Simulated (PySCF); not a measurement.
**Working out the ionisation energy of V**

V [Ar] 3d3 4s2 (4F) → V⁺ [Ar] 3d4 (5D). Computed with PySCF 2.14 in cc-pVDZ, with the non-relativistic Hamiltonian (point nucleus). Frozen: [Ar]. Energies in hartree (1 hartree = 27.21139 eV):

```csv
part,V (lower),V⁺ (upper)
UHF,-942.889635,-942.672782
MP2 opposite-spin,-0.028554,0.000000
MP2 same-spin,-0.020333,-0.037532
```

Problem. What does Hartree-Fock give?

Solution. (-942.672782) − (-942.889635) = 0.216853 hartree = 5.901 eV.

Problem. What do MP2 and SCS-MP2 (6/5 opposite-spin, 1/3 same-spin) give?

Solution. The opposite-spin parts differ by 0.777 eV and the same-spin parts by -0.468 eV. MP2: 5.901 + (0.777) + (-0.468) = 6.210 eV. SCS-MP2: 5.901 + 1.2 × (0.777) + (-0.468)/3 = 6.677 eV.

Measured between the centres of the two terms (NIST): 6.732 eV, so MP2 (valence) is off by -0.522 eV.

The calculation is non-relativistic.

A double-zeta basis recovers only part of the correlation energy.

What remains against the reference includes basis incompleteness, the frozen core and correlation beyond second order.
